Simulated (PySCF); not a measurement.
# Radial density of Zn+ (zinc, charge +1)

UHF, [Ar] 3d10 4s1, 2S determinant. All numbers are calculated (PySCF 2.14, a scalar-relativistic core potential, in cc-pVDZ-PP with ECP10MDF). This is the valence pseudo-density: the core potential removes the inner electrons and smooths the orbitals near the nucleus.

```csv
r (bohr),4πr²ρ (e/bohr),4πr²(ρα − ρβ)
0.00638,1.301e-05,0.0000
0.0107,3.666e-05,0.0000
0.0181,0.0001091,0.0000
0.0304,0.0004851,0.0000
0.0511,0.005082,0.0000
0.0859,0.07097,-0.0003
0.145,0.7117,-0.0039
0.243,4.508,-0.0165
0.409,17.80,-0.0027
0.688,22.90,-0.0308
1.16,7.455,0.1169
1.95,1.303,0.4526
3.27,0.2835,0.2487
5.51,0.02205,0.0220
9.26,0.0001266,0.0001
```

Energies and moments cover only the electrons outside the core potential.

(1) Where is the radial spin density 4πr²(ρα − ρβ) most negative, and why is it negative at all?

## Answers

(1) Around r = 0.688 bohr, down to -0.0308 e/bohr: exchange with the open shell polarises the paired shells in an unrestricted calculation.
